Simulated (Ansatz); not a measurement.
Kohn–Sham single points on CH$_{3}$BBrFSi (`FB1C[SiH]1Br`).

```yaml
crystal:
  periodic: [false, false, false]
  atoms:
    - {symbol: F, position_ang: [-1.060373, -0.958596, 1.991118]}
    - {symbol: B, position_ang: [-0.368545, -0.705177, 0.907495]}
    - {symbol: C, position_ang: [0.780577, 0.219340, 0.551223]}
    - {symbol: Si, position_ang: [-0.425621, -0.143444, -0.938917]}
    - {symbol: Br, position_ang: [-1.899261, 1.353611, -1.640234]}
    - {symbol: H, position_ang: [1.098279, 1.092189, 1.118319]}
    - {symbol: H, position_ang: [1.630270, -0.268401, 0.057159]}
    - {symbol: H, position_ang: [0.336774, -0.646723, -2.101962]}
basis:
  gaussian: {orbitals: def2-TZVPP}
hamiltonian: {xc: {name: revPBE}, dispersion: d4}
output: {orbitals: {seedname: orbitals}}
```

```sh
$ ansatz run in.yaml --threads 4 --pin off --events-out ev --progress --plain
```

Output, abridged:

```
Functional definition: revPBE
1346 factors; their error is unknown
mean field evaluation 1: about -82385.4323 eV, gradient 7.1e1 eV
mean field evaluation 2: about -82334.8371 eV, gradient 1.3e2 eV
mean field evaluation 4: about -82396.2303 eV, gradient 1.8e1 eV
mean field evaluation 8: about -82397.2457 eV, gradient 2.5e-1 eV
mean field evaluation 16: about -82397.2003 eV, gradient 4.9e-4 eV
mean field -82397.20025690 eV, -3028.0412586129 hartree, gradient 6.6e-5 eV, S^2 0.000000; 0 other end points of the search recorded, 0 dependent functions left out
reference -82397.20030992 eV, -3028.0412605611 hartree; 36, 36 occupied and 189, 189 virtual orbitals, 1346 factors
Total energy: -82397.73429700 eV, -3028.0608842245 hartree
```

Hardware: 4 threads of a server CPU on a shared host. Wall time 2.6 s, peak host memory 0.29 GiB.

Changing it to `hamiltonian: {xc: {name: CAM-B3LYP}, dispersion: d4}` (abridged; 4.5 s):

```
Functional definition: CAM-B3LYP
mean field evaluation 16: about -82408.0500 eV, gradient 2.0e-4 eV
mean field -82408.05001287 eV, -3028.4399797903 hartree, gradient 2.3e-5 eV, S^2 0.000000
Total energy: -82408.22123072 eV, -3028.4462719304 hartree
```

The same input with `hamiltonian: {xc: {name: wB97M-V}}` and forces (abridged; 14 s):

```
Functional definition: wB97M-V
mean field evaluation 16: about -82400.3498 eV, gradient 2.2e-4 eV
mean field -82400.34980059 eV, -3028.1570022087 hartree, gradient 2.9e-5 eV, S^2 0.000000
Total energy: -82400.34984996 eV, -3028.1570040228 hartree
Atom 0 force    -0.118853    -0.045939     0.198533 eV/Å
Atom 1 force     0.123350     0.050890    -0.253115 eV/Å
Atom 2 force     0.079491     0.072993    -0.021868 eV/Å
Atom 3 force     0.112624    -0.086510    -0.067166 eV/Å
Atom 4 force     0.008454     0.004203    -0.000553 eV/Å
Atom 5 force    -0.042562    -0.079721    -0.045978 eV/Å
Atom 6 force    -0.061566     0.014267     0.039948 eV/Å
Atom 7 force    -0.100939     0.069816     0.150199 eV/Å
Dipole moment:     0.355867    -0.059576    -0.081536 e Å
```

Changing it to `hamiltonian: {xc: {name: B97M-V}}` (abridged; 12 s):

```
Functional definition: B97M-V
mean field evaluation 16: about -82391.1774 eV, gradient 1.1e-3 eV
mean field -82391.17736256 eV, -3027.8199213284 hartree, gradient 3.4e-5 eV, S^2 0.000000
Total energy: -82391.17742339 eV, -3027.8199235638 hartree
```

With the line `hamiltonian: {xc: {name: r2SCAN0}, dispersion: d4}` (abridged; 6.5 s):

```
Functional definition: r2SCAN0
mean field evaluation 16: about -82402.3415 eV, gradient 1.4e-4 eV
mean field -82402.34150468 eV, -3028.2301959838 hartree, gradient 4.9e-5 eV, S^2 0.000000
Total energy: -82402.39670251 eV, -3028.2322244668 hartree
```

Changing it to `hamiltonian: {xc: pbe0, dispersion: d4}` (abridged; 3.7 s):

```
Functional definition: PBE0
mean field evaluation 16: about -82390.0491 eV, gradient 3.4e-5 eV
mean field -82390.04905026 eV, -3027.7784566162 hartree, gradient 3.4e-5 eV, S^2 0.000000
Total energy: -82390.21482941 eV, -3027.7845488875 hartree
```
